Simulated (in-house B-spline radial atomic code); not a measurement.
A fraction x of an electron is moved 4d → 4f in Pr²⁺, starting from [Xe] 4f3 and keeping the highest spin. Level of theory: scalar-relativistic (X2C) RPBE, spin-polarised, spherical fractional occupations, Fermi nucleus of rms radius 4.8919 fm; calculated with an all-electron radial atomic-structure program (B-spline basis).

```
    x  E(x) - E(0) (eV)  4d down level (eV)  4f up level (eV)
    0            0.0000            -121.527           -14.517
0.125           13.3694            -121.653           -14.754
 0.25                 ?                   ?                 ?
0.375           40.0648            -121.882           -15.221
  0.5                 ?                   ?                 ?
0.625           66.6987            -122.084           -15.678
 0.75           79.9912            -122.175           -15.903
0.875           93.2666            -122.260           -16.126
    1          106.5246            -122.339           -16.347
```

(1) What belongs in the row x = 0.25?

(2) What belongs in the row x = 0.5?

(3) Check Janak's theorem between x = 0.625 and 0.75.

Results:

(1) An energy change of 26.7245 eV; 4d down at -121.771 eV, 4f up at -14.989 eV.

(2) An energy change of 53.3898 eV; 4d down at -121.987 eV, 4f up at -15.450 eV.

(3) The slope of the energy is 106.34 eV; the orbital levels give 106.34 eV (ε of the receiving orbital less ε of the emptying one, averaged over the two points).
